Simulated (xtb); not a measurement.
C₄H₆ClF, SMILES CC/C(Cl)=C\F. All values are semi-empirical tight-binding results from xtb (GFN2-xTB unless named), good for trends rather than for accurate numbers. The structure is a stationary point at GFN2-xTB. The structure was generated by enumeration; whether it is a known compound was not checked. One conformer was computed; it need not be the lowest.

Optimised geometry:

Bonds (Å): C1–C2 1.529, C1–H7 1.087, C1–H8 1.087, C1–H9 1.087, C2–C3 1.494, C2–H10 1.092, C2–H11 1.091, C3–Cl4 1.727, C3–C5 1.325, C5–F6 1.344, C5–H12 1.079. Bond angles (°): C2–C1–H7 110.5, C2–C1–H8 110.0, C2–C1–H9 110.4, H7–C1–H8 108.7, H7–C1–H9 108.7, H8–C1–H9 108.7, C1–C2–C3 111.3, C1–C2–H10 109.4, C1–C2–H11 110.0, C3–C2–H10 109.0, C3–C2–H11 108.4, H10–C2–H11 108.7, C2–C3–Cl4 116.2, C2–C3–C5 126.0, Cl4–C3–C5 117.8, C3–C5–F6 121.1, C3–C5–H12 126.2, F6–C5–H12 112.6.
Charge 0, spin multiplicity 1.

Computed properties:
```yaml
orbital_gap: 4.62 eV
dipole_moment: 0.86 D
zero_point_energy: 56.4 kcal/mol
G − E(el) at 298.15 K (modified RRHO): 36.6 kcal/mol
static polarisability (D4 model): 63.7 bohr³
solvation energy, GFN2-xTB/ALPB(water): -1.7 kcal/mol
solvation energy, GFN2-xTB/ALPB(acetonitrile): -4.2 kcal/mol
```

Give the atomic charges and the Wiberg bond orders between heavy atoms. (An estimate is asked for; the answer gives what the named calculation found.)

charges (e) C1 -0.10, C2 -0.06, C3 0.08, Cl4 -0.16, C5 0.10, F6 -0.21, H7 0.05, H8 0.05, H9 0.05, H10 0.06, H11 0.07, H12 0.07. Bond orders C1–C2 1.00, C2–C3 1.02, C3–Cl4 0.98, C3–C5 1.81, C5–F6 0.97.
